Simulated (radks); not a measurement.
Results of a calculation; reference values are marked as such.
The ytterbium ion Yb+ inside a hard spherical wall (all orbitals vanish at R), configuration held at [Xe] 4f14 6s1 and not refilled when levels cross. Level of theory: scalar-relativistic Kohn-Sham, PBEsol, spin-unpolarised, spherical densities, point nucleus (a radial shooting solver on a logarithmic mesh with Libxc functionals). Eigenvalues in eV, with the zero of energy where the potential of the charges vanishes at infinity; a dash marks a level that is unbound or too diffuse for the functional's potential to be trusted. A positive occupied level is held by the wall or, in an anion where self-interaction has pushed it up, behind a barrier. The pressure on the wall is -dE/dV.

R (bohr),E (hartree),kinetic (hartree),e(5s),e(5p),e(4f),e(6s),"e(5d, empty)","e(6p, empty)",pressure (GPa)
free,-14055.1957,15317.879,-61.796,-34.271,-9.801,-9.261,-6.472,-5.485,0
20,-14055.1957,15317.879,-61.796,-34.271,-9.801,-9.261,-6.472,-5.485,< 0.0001
15,-14055.1957,15317.879,-61.796,-34.271,-9.801,-9.261,-6.472,-5.485,< 0.0001
10,-14055.1955,15317.882,-61.782,-34.256,-9.786,-9.247,-6.456,-5.407,0.00623
8,-14055.1930,15317.904,-61.674,-34.151,-9.681,-9.124,-6.337,-5.010,0.120
7,-14055.1867,15317.948,-61.490,-33.972,-9.500,-8.861,-6.123,-4.366,0.508
5,-14055.1028,15318.359,-60.291,-32.834,-8.268,-6.109,-4.452,0.729,10.3
3.5,-14054.5299,15320.861,-56.313,-29.007,-3.694,7.907,2.147,21.279,194
2.5,-14051.2894,15334.486,-43.229,-14.471,12.192,60.077,24.592,85.695,3000
1.5,-14010.3275,15475.457,61.384,109.93,103.39,418.33,184.27,476.39,138000
